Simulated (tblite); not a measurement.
AgCl, charge +1, doublet, geometry from GFN2-xTB (such geometries of metal compounds can be far from the true shape) (the multiplicity is a formal guess); GFN1-xTB with ALPB(water) run with tblite.

The tblite input:
```
$ tblite run mol.xyz --method gfn1 --charge 1 --spin 1 --alpb water --json tblite.json --no-restart

# file mol.xyz
2

Ag    -0.00000000    -0.00000000    -0.60768631
Cl     0.00000000     0.00000000     1.68007392
```

Problem. Predict the main parts of the log of this tblite run.

Solution. 
```
xTB calculator
 | screened Coulomb repulsion
 | Coulomb electrostatics
 |  * isotropic Klopman-Ohno-Mataga-Nishimoto electrostatics
 |  * onsite third-order electrostatics
 | DFT-D3(BJ) dispersion correction
 | Interactions (3)
 | [1] alpb/gbsa reaction field model
 | [2] cds contribution to solvation
 | [3] empirical free energy shift and standard state/solvent correction

halogen bonding energy    0.0000000000000E+00 Eh
repulsion energy          2.9503921598114E-03 Eh
dispersion energy        -3.9866083968206E-04 Eh
interaction energy       -2.3580458050029E-03 Eh
number of electrons       1.7000000000000E+01 e
integral cutoff           3.0383276318896E+01 bohr

------------------------------------------------------------
  cycle        total energy    energy error   density error
------------------------------------------------------------
      1     -7.492625456978  -7.4928191E+00   8.9540341E-01
      2     -7.603965723025  -1.1134027E-01   5.3359742E-01
      3     -7.605441993740  -1.4762707E-03   3.1642920E-01
      4     -7.561513098351   4.3928895E-02   2.9873035E-01
      5     -7.607535306207  -4.6022208E-02   3.4326476E-02
      6     -7.607908712963  -3.7340676E-04   1.4070379E-02
      7     -7.607950464000  -4.1751037E-05   9.1788140E-03
      8     -7.607985261709  -3.4797709E-05   1.1813691E-03
      9     -7.607985342158  -8.0449219E-08   9.9489243E-04
     10     -7.607985745973  -4.0381510E-07   7.5159820E-05
     11     -7.607985748292  -2.3187132E-09   1.2179686E-05
------------------------------------------------------------

electronic energy        -7.6081794338067E+00 Eh
total energy             -7.6079857482916E+00 Eh

Post processing:
 | Mayer-Wiberg bond orders

[Info] JSON dump of results written to 'tblite.json'
```
